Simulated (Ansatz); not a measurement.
`B[Si](O)(F)F` and `O[SiH2]C[Si](O)(F)F` differ in one atom or group.

Ansatz, PBE0-D4/def2-TZVP geometries, multiplicity 1. Each molecule was computed in one conformer, which needn't be the lowest.

```csv
property,`B[Si](O)(F)F`
size of the dipole moment (B3LYP/def2-TZVPP) / D,1.14
HOMO–LUMO gap (B3LYP/def2-TZVPP) / eV,5.90
HOMO energy (PBE/def2-TZVPP) / eV,-7.76
HOMO–LUMO gap (PBE0/def2-TZVPP) / eV,6.31
HOMO–LUMO gap (ωB97M-V/def2-TZVPP) / eV,10.56
HOMO energy (ωB97M-V/def2-TZVPP) / eV,-11.39
```

**Question.** What does the change do to each property? (Best estimate.)

**Answer.** The calculation gave: 
```json
{"property": "size of the dipole moment (B3LYP/def2-TZVPP) / D", "`O[SiH2]C[Si](O)(F)F`": "1.18", "shift": "0.04"}
{"property": "HOMO–LUMO gap (B3LYP/def2-TZVPP) / eV", "`O[SiH2]C[Si](O)(F)F`": "8.26", "shift": "2.36"}
{"property": "HOMO energy (PBE/def2-TZVPP) / eV", "`O[SiH2]C[Si](O)(F)F`": "-7.10", "shift": "0.66"}
{"property": "HOMO–LUMO gap (PBE0/def2-TZVPP) / eV", "`O[SiH2]C[Si](O)(F)F`": "8.84", "shift": "2.53"}
{"property": "HOMO–LUMO gap (ωB97M-V/def2-TZVPP) / eV", "`O[SiH2]C[Si](O)(F)F`": "12.64", "shift": "2.08"}
{"property": "HOMO energy (ωB97M-V/def2-TZVPP) / eV", "`O[SiH2]C[Si](O)(F)F`": "-10.94", "shift": "0.45"}
```

With PBE0 the HOMO rises by 0.55 eV and the LUMO rises by 3.09 eV, so the gap widens by about 2.54 eV. PBE moves the HOMO by 0.66 eV and ωB97M-V by 0.45 eV. Dipoles are sizes alone; their direction can turn.

B3LYP here is the variant with VWN-RPA as its local correlation; programs differ in this.
